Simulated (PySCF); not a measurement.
System: C2H6BrGaO2, net charge 0, singlet state. SMILES: C[O][Ga]([Br])[O]C
Coordinates optimised at B3LYP-D3(BJ)/def2-TZVP (Ansatz):
```
Ga
O 1 1.7690
C 2 1.4210 1 124.27
H 3 1.0928 2 109.06 1 121.34
H 3 1.0928 4 108.65 2 -118.84
H 3 1.0939 4 108.43 5 -117.65
O 1 1.7690 2 117.90 3 179.95
C 7 1.4210 1 124.27 2 -179.95
H 8 1.0928 7 109.06 1 -121.34
H 8 1.0928 9 108.65 7 118.84
H 8 1.0939 9 108.43 10 117.65
Br 1 2.3004 2 121.05 3 -0.12
```
Charge 0, spin multiplicity 1.

Dispersion corrections to the total energy (kcal/mol) from the dftd3 and dftd4 libraries through PySCF: D3(BJ) without and D4 with the three-body term, each with the damping fitted for the functional named.

| functional | D3(BJ) | D4 |
|---|---|---|
| HF | (withheld) | -20.67 |
| TPSS | -7.28 | (withheld) |
| TPSSh | -6.83 | -7.82 |
| BHLYP | -8.51 | -8.64 |
| PBE0 | -5.10 | -5.50 |
| LC-wPBE | -5.82 | (withheld) |
| PBE | -5.58 | -6.40 |

### Question
What belongs in the gaps?

### Answer

- HF, D3(BJ): -41.39
- TPSS, D4: -8.59
- LC-wPBE, D4: -7.19
